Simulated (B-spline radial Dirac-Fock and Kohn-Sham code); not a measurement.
Atomic SCF run for Er

ΔSCF core binding energies without Breit or QED terms, calculated with a radial B-spline solver. Keys: rel is the Hamiltonian (dirac, or spin-free x2c and nr, where L3 and M5 stand for the whole 2p and 3d shells), method is hf or an exchange,correlation pair (spin-unpolarised, also for the hole states), nuc the nuclear model, radius_factor scales its radius, rmax is the box in bohr, h the logarithmic mesh step, order the B-spline order, points the quadrature points per cell, c_factor scales the speed of light, and damp, ndamp, maxit and tol steer the iteration. The run stops when the commutator error falls below 10·tol·max(1, Z/10), or the numerical noise floor, and the energy has settled to about 1e-8 Ha; the virial ratio is −V/T.

Input (task.json):

```json
{"items": [{"Z": 68, "q": 0, "cfg": [[1, 0, 2], [2, 0, 2], [2, 1, 6], [3, 0, 2], [3, 1, 6], [3, 2, 10], [4, 0, 2], [4, 1, 6], [4, 2, 10], [4, 3, 12], [5, 0, 2], [5, 1, 6], [6, 0, 2]], "A": 166, "rrms": 5.2516, "do": "settings", "holes": ["K", "L3", "M5"],
  "settings": [{"rel": "dirac", "method": "hf", "nuc": "fermi", "radius_factor": 1.0, "rmax": 45.0, "h": 0.3, "order": 8, "points": 10, "c_factor": 0.2804, "maxit": 76, "damp": 0.5, "ndamp": 3, "tol": 1e-08}]}]}
```

Command: `python xray2_run.py task.json out`

Ground-state iterations:

```
iter   energy (Ha)        error
   1   -17062.04494383  1.54e+01
   2   -16833.50451375  5.23e+00
   3   -17335.39478284  1.44e+00
   4   -17367.60281798  5.04e-01
   5   -17329.61999006  8.44e-01
   6   -17346.18074021  1.14e+00
   7   -17362.71102836  5.23e-01
   8   -17368.11453097  2.46e-01
   9   -17370.93109530  8.58e-02
  10   -17362.55844978  2.96e-01
  11   -17331.80248155  6.70e-01
  12   -17362.01123036  3.09e-01
  13   -17362.17000059  3.05e-01
  14   -17362.22338224  3.04e-01
  15   -17362.24766505  3.03e-01
  23   -17369.74811140  1.72e-01
  31   -17371.14142949  1.16e-04
  36   -17371.14143067  1.83e-08
```

The ground state converged in 36 iterations, with total energy -17371.14143 Ha, virial ratio 1.29080 and highest orbital energy -1.55 eV. ΔSCF binding energies: K (1s) 56439.8 eV, L3 (2p3/2) 9867.6 eV, M5 (3d5/2) 1142.9 eV.

**Question.** One setting is unsound. Which, and why?

**Answer.** c_factor makes c so small that Zα exceeds 1, so any numbers that come out have no meaning. With the default settings (Dirac Hartree-Fock): The ground state converged in 11 iterations, with total energy -13092.23237 Ha, virial ratio 1.90634 and highest orbital energy -5.23 eV. ΔSCF binding energies: K (1s) 57745.8 eV, L3 (2p3/2) 8377.9 eV, M5 (3d5/2) 1411.9 eV.
